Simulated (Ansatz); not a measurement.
A nudged elastic band was laid between two geometries of BCl2F + ClH (6 atoms, charge 0, multiplicity 1).

All numbers below come from RKS BLYP/def2-SVP (Ansatz 0.2.0).

```yaml
movable_images: 7
climbing_image: yes
spring: 5.0 eV/Å²
optimiser: quadratic models (default)
start_path: through a guess of the saddle point
force_threshold: 0.05 eV/Å
iteration_limit: 60
end_points: relaxed
```

First end point:

```xyz
6
Properties=species:S:1:pos:R:3
B -0.675 -0.759 0.247
F -1.154 0.408 -0.192
Cl -0.336 -2.031 -0.921
Cl -0.450 -0.988 1.977
H 0.666 1.778 -0.614
Cl 1.949 1.592 -0.497
```

Last end point:

```xyz
6
Properties=species:S:1:pos:R:3
B 0.362 -0.764 0.291
F -1.257 1.446 -0.572
Cl -0.151 -1.891 -0.952
Cl -0.261 -0.860 1.929
H -0.337 1.643 -0.610
Cl 1.645 0.427 -0.086
```

Task: Which bonds break or form, and what moves?

Result: Bonds broken: B1–F2, H5–Cl6. Bonds formed: B1–Cl6, F2–H5. BCl2F + ClH becomes BCl3 + FH.

Task: What energy profile does the band end with?

Result: The forces met the threshold. The highest image is number 5 of 0 to 8, 124.9 kJ/mol above the first end and 47.0 kJ/mol above the last; the last end lies 77.9 kJ/mol above the first. A vibrational analysis at the climbing image gives one clearly imaginary mode, 695i cm⁻¹: a first-order saddle point. The orbitals stay closed-shell, which can raise the energy where a bond breaks towards radicals; this wasn't checked here.

| image | path coordinate (Å) | energy (kJ/mol) | B1–F2 (Å) | H5–Cl6 (Å) | B1–Cl6 (Å) |
| --- | --- | --- | --- | --- | --- |
| 0 | 0.00 | 0.0 | 1.34 | 1.30 | 3.60 |
| 1 | 0.34 | 1.7 | 1.34 | 1.30 | 3.34 |
| 2 | 0.68 | 9.4 | 1.34 | 1.30 | 3.02 |
| 3 | 1.02 | 33.7 | 1.36 | 1.32 | 2.65 |
| 4 | 1.37 | 85.9 | 1.44 | 1.39 | 2.30 |
| 5 | 1.71 | 124.9 | 1.60 | 1.62 | 2.06 |
| 6 | 2.12 | 101.2 | 1.95 | 1.97 | 1.88 |
| 7 | 2.53 | 82.8 | 2.43 | 2.22 | 1.81 |
| 8 | 2.93 | 77.9 | 2.87 | 2.38 | 1.79 |

Task: What is the geometry of the highest image?

Result: 
```xyz
6
Properties=species:S:1:pos:R:3:forces:R:3
B -0.079 -0.431 0.152 0.00 0.01 -0.01
F -0.982 0.802 -0.328 0.00 0.00 0.00
Cl -0.197 -1.762 -1.021 0.00 0.01 0.00
Cl -0.315 -0.717 1.890 0.00 0.00 0.00
H 0.031 1.318 -0.472 0.00 0.00 0.00
Cl 1.542 0.791 -0.221 -0.01 -0.01 0.00
```

Task: What are the harmonic wavenumbers there?

Result: 695i, 168, 210, 281, 281, 403, 465, 708, 730, 945, 1011, 1644 cm⁻¹.

The band took 16 iterations and of the order of 4 core-minutes.

The run took 2 min on 2 threads of Arm Neoverse V2, on a shared host, peak memory 0.14 GiB.
